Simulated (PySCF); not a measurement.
Species: GaH5SSi.
Geometry (PBE0-D3(BJ)/def2-SVP, Å), atoms numbered from 1 in this order:
```xyz
8
GaH5SSi angstrom
Si     1.4281   -0.1661    0.1828
S     -0.0781    1.2651    0.7466
Ga    -1.8569    0.3093   -0.1509
H      1.4769   -0.3550   -1.2977
H      2.7355    0.3773    0.6513
H      1.1866   -1.4913    0.8271
H     -1.6478   -1.0579   -0.8830
H     -3.1922    1.0963    0.0253
```

Level of theory: PySCF, PBE0-D3(BJ)/def2-SVP geometry optimisation, gas phase.

**Question.** Which atoms are bound to Ga3, and at what distances?

**Answer.** 3 atoms: H8 1.560 Å, H7 1.565 Å, S2 2.210 Å. The nearest atom not counted as bound is Si1, at 3.34 Å.

**Question.** List the angles at Ga3.

**Answer.** 
| angle | degrees | distance of the outer atoms (Å) |
| --- | --- | --- |
| H7–Ga3–H8 | 127.4 | 2.80 |
| S2–Ga3–H7 | 117.4 | 3.24 |
| S2–Ga3–H8 | 115.1 | 3.20 |

**Question.** What is the shape at Ga3?

**Answer.** Planar: angles 127.4°, 117.4° and 115.1°, sum 360.0°, 0.00 Å off the plane of its three neighbours.

**Question.** What are the other bond lengths?

**Answer.** Si1–S2 2.153 Å; Si1–H4, Si1–H5, Si1–H6 1.493 Å.

**Question.** Give some angles away from the centre.

**Answer.** Si1–S2–Ga3 99.7°.

**Question.** What are the rotational constants (commonest isotopes, rigid rotor)?

**Answer.** A = 9207, B = 1882, C = 1592 MHz: a near-prolate asymmetric top.

Point group: near Cs, missed by 0.09 Å at most; the miss may be what the optimiser left on a soft mode. Charge 0, singlet. Stationary, but not proved a minimum.

One conformer stands for the species.
